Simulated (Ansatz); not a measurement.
Spin states of F3Ta (SMILES [F][Ta]([F])[F]), each relaxed at B3LYP-D3(BJ)/def2-TZVP; lowest solutions found, singlets restricted, no spin–orbit coupling, no relativity up to Kr.
Multiplicity 1 (charge 0, multiplicity 1):
```xyz
4

Ta    -0.0145     0.0166    -0.0139
F      1.7638    -0.3584    -0.3459
F     -0.7690    -0.4441     1.6082
F     -1.0383     0.8528    -1.3044
```
Multiplicity 3 (charge 0, multiplicity 3):
```xyz
4

Ta     0.07020    -0.05411     0.09276
F      1.82314    -0.30537    -0.53449
F     -0.96859    -0.39976     1.61945
F     -0.98274     0.82620    -1.23376
```

The values were computed with Ansatz (Gaussian orbitals). Each number belongs to the level named beside it. In def2 rows elements past Kr take small-core potentials, without spin–orbit coupling.

The energy of multiplicity 3 less that of multiplicity 1 (kcal/mol) and the share of exact exchange:

| functional | exact exchange (%) | value |
|---|---|---|
| PBE/def2-TZVPP | 0 | 10.98 |
| PBE0/def2-TZVPP | 25 | 7.61 |
| BLYP/def2-TZVPP | 0 | 13.86 |
| B3LYP/def2-TZVPP | 20 | 11.61 |
| BHLYP/def2-TZVPP | 50 | 8.22 |
| r2SCAN/def2-TZVPP | 0 | 5.90 |
| r2SCANh/def2-TZVPP | 10 | 5.00 |

Take the value as linear in the share of exact exchange along PBE and PBE0. Give the slope, say whether the sign turns, and set the other functionals against that line.


Slope: (7.61 − (10.98))/2.5 = -1.35 kcal/mol for each 10 %. The line crosses zero at 82 %, where the sign would turn. At 50 % it gives 4.2 kcal/mol. The LYP pair gives (8.22 − (13.86))/5 = -1.13 for each 10 %. BHLYP, at 50 %, lies 4.0 from the PBE line. B3LYP, at 20 %, lies 3.3 from the PBE line. r2SCAN, with none, stands -5.1 from PBE. The r2SCAN pair gives -0.90 for 10 %.

Ansatz is a quantum-chemistry and plane-wave program.
